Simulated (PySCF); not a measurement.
Simulated Cl 2p region for (Cl2Al-mu-Br)2, Al2Br2Cl4, binding energy against the vacuum level.

Every computed line was given a Gaussian of 0.8 eV full width at half maximum and an area set by the number of equivalent atoms (split 2:1 within a doublet); the highest printed point is 100. Level of theory: PySCF 2.14.0, delta-SCF UKS SCAN, pcX-2 on the ionised atom, pcseg-1 elsewhere, spin-free X2C.

binding energy (eV), intensity and a bar:
```
    205.1          0 
    205.2          1 
    205.3          2 #
    205.4          5 #
    205.5         10 ###
    205.6         18 #####
    205.7         29 #########
    205.8         44 #############
    205.9         62 ###################
    206.0         79 ########################
    206.1         93 ############################
    206.2        100 ##############################
    206.3         99 ##############################
    206.4         89 ###########################
    206.5         74 ######################
    206.6         56 #################
    206.7         39 ############
    206.8         25 ########
    206.9         15 #####
    207.0         10 ###
    207.1          7 ##
    207.2          8 ##
    207.3         12 ####
    207.4         18 #####
    207.5         26 ########
    207.6         35 ###########
    207.7         43 #############
    207.8         49 ###############
    207.9         50 ###############
    208.0         48 ##############
    208.1         41 ############
    208.2         33 ##########
    208.3         24 #######
    208.4         16 #####
    208.5         10 ###
    208.6          6 ##
    208.7          3 #
    208.8          1 
    208.9          1 
    209.0          0
```

Q: How many maxima does the curve show, and how many computed lines lie under it?

A: The curve has 2 maxima (at 206.2 and 207.9 eV). Under it lie 2 lines from 1 inequivalent chlorine site, drawn as a 2p3/2, 2p1/2 pair.

Q: Decompose the envelope and assign each component. Bonds: Al1–Cl2, Al1–Cl3, Al1–Br4, Al1–Br8, Br4–Al5, Al5–Cl6, Al5–Cl7, Al5–Br8.

A: 
```json
{"position (eV)": "206.23", "relative area": "2.67", "line": "Cl 2p3/2", "atoms": "Cl2/Cl3/Cl6/Cl7", "environment": "chlorine bonded to Al"}
{"position (eV)": "207.89", "relative area": "1.33", "line": "Cl 2p1/2", "atoms": "Cl2/Cl3/Cl6/Cl7", "environment": "chlorine bonded to Al"}
```

Q: What are the centre and the root-mean-square width of the whole band?

A: The area-weighted mean of the lines is 206.79 eV. Their own spread about it is 0.78 eV (rms) and each Gaussian has σ = 0.8/2.355 = 0.34 eV; the variances add, which gives 0.85 eV.

Shake-up satellites, vibrational structure and lifetime widths aren't simulated. Atoms equivalent by their bonding share one computed value, that of the first of them. The 2p values aren't plain energy differences: one relaxed spin-free 2p hole is combined with a matrix within the shell (ground-state 2p orbital-energy differences and spin–orbit coupling). 2p3/2, the mean of its two sublevels, lies a third of the splitting below the shell's mean and 2p1/2 two thirds above it; the statistical areas are 2:1. 2p1/2 minus 2p3/2 (ligand field included): Cl 1.65 eV. The structure is a single PBE0-D3(BJ)/def2-SVP conformer in the gas phase; no vibrational or solvent corrections.
